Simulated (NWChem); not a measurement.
Species: InGeH3Cl2; SMILES [Cl][In]([Cl])[GeH3]

Program: NWChem. Coordinates come from a PBE-D3(BJ)/def2-SVP optimisation. No frequency run checked for a minimum. def2 effective core potentials on In; no spin-orbit coupling.

Task: Predict the results for TPSSh/def2-SVP. Quantities: highest occupied level (eV); orbital gap (eV); dipole (D).

Result: 
- highest occupied level (eV): -7.60
- orbital gap (eV): 5.19
- dipole (D): 3.89
